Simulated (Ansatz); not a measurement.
`[OH][Ga]([SH])[Br]` and `[CH3][Ga]([SH])[Br]` differ in one atom or group.

Ansatz, PBE0-D4/def2-TZVP geometries, multiplicity 1. Each molecule was computed in one conformer, which needn't be the lowest.

Scalar relativity is left out up to krypton. Spin–orbit coupling is left out; it splits and shifts lone-pair levels of the heavy atoms by tenths of an eV.

| property | `[OH][Ga]([SH])[Br]` |
| --- | --- |
| HOMO energy (PBE0/def2-TZVPP) / eV | -8.12 |
| size of the dipole moment (B3LYP/def2-TZVPP) / D | 2.66 |
| LUMO energy (ωB97M-V/def2-TZVPP) / eV | 0.54 |
| HOMO–LUMO gap (PBE0/def2-TZVPP) / eV | 6.83 |
| HOMO energy (B3LYP/def2-TZVPP) / eV | -7.86 |
| size of the dipole moment (ωB97M-V/def2-TZVPP) / D | 2.69 |

(1) What does the change do to each property? (Best estimate.)

Answers

(1) Computed: 
```
                                          property  `[CH3][Ga]([SH])[Br]`  shift
                HOMO energy (PBE0/def2-TZVPP) / eV                  -7.80   0.32
  size of the dipole moment (B3LYP/def2-TZVPP) / D                   1.67  -0.99
             LUMO energy (ωB97M-V/def2-TZVPP) / eV                   0.67   0.13
              HOMO–LUMO gap (PBE0/def2-TZVPP) / eV                   6.75  -0.08
               HOMO energy (B3LYP/def2-TZVPP) / eV                  -7.54   0.32
size of the dipole moment (ωB97M-V/def2-TZVPP) / D                   1.69  -1.00
```

With PBE0 the HOMO rises by 0.32 eV and the LUMO rises by 0.25 eV, so the gap narrows by about 0.07 eV. PBE moves the HOMO by 0.26 eV and ωB97M-V by 0.34 eV. The zero-point energy changes by 59.0 kJ/mol with +6 modes. Dipoles are sizes alone; their direction can turn.

B3LYP here is the variant with VWN-RPA as its local correlation; programs differ in this.
